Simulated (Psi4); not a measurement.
Conformational energy of C3H6OS, SMILES CC(=O)CS. Scanned: dihedral O3–C2–C4–S5 and dihedral C2–C4–S5–H11; all other coordinates were relaxed at GFN2-xTB. Points at φ and −φ are mirror images. Heavy atoms are numbered in the order of the SMILES CC(=O)CS, hydrogens after them in the order of the atoms that carry them; the mirror image has the same energies with the sign of each dihedral reversed.

Calculation: PBE-D3(BJ)/def2-SVP // GFN2-xTB in Psi4 1.11.

Energy in kcal/mol above the lowest grid point; x is the dihedral O3–C2–C4–S5 (°), y the dihedral C2–C4–S5–H11 (°).

```csv
y \ x,-150,-120,-90,-60,-30,0,30,60,90,120,150,180
180,2.8,3.1,3.9,4.6,3.3,2.4,3.3,4.6,3.9,3.1,2.8,3.0
150,3.2,3.3,4.4,5.3,4.3,3.4,3.7,4.5,3.4,3.0,2.9,3.4
120,3.2,3.0,3.9,5.2,4.6,4.3,4.4,4.6,3.0,2.6,2.9,3.4
90,1.8,1.4,1.8,3.4,3.3,3.3,3.8,3.9,2.3,1.7,2.0,2.3
60,1.3,0.5,0.2,1.3,1.4,2.0,3.1,3.6,2.5,2.1,2.0,2.1
30,2.8,1.8,1.6,1.8,0.2,1.0,3.1,4.4,3.6,3.8,3.8,3.8
0,4.5,3.7,3.7,4.2,1.7,0.0,1.7,4.2,3.7,3.7,4.5,5.1
-30,3.8,3.8,3.6,4.4,3.1,1.0,0.2,1.8,1.6,1.8,2.8,3.8
-60,2.0,2.1,2.5,3.6,3.1,2.0,1.4,1.3,0.2,0.5,1.3,2.1
-90,2.0,1.7,2.3,3.9,3.8,3.3,3.3,3.4,1.8,1.4,1.8,2.3
-120,2.9,2.6,3.0,4.6,4.4,4.3,4.6,5.2,3.9,3.0,3.2,3.4
-150,2.9,3.0,3.4,4.5,3.7,3.4,4.3,5.3,4.4,3.3,3.2,3.4
```

The six lowest points that lie below all their neighbours on the grid: x = 0, y = 0 (0.0 kcal/mol); x = -90, y = 60 (0.2 kcal/mol); x = 90, y = -60 (0.2 kcal/mol); x = -120, y = -90 (1.7 kcal/mol); x = 120, y = 90 (1.7 kcal/mol); x = 0, y = 180 (2.4 kcal/mol). The lowest path on the grid from the first to the second passes x = -60, y = 60 at 1.3 kcal/mol.
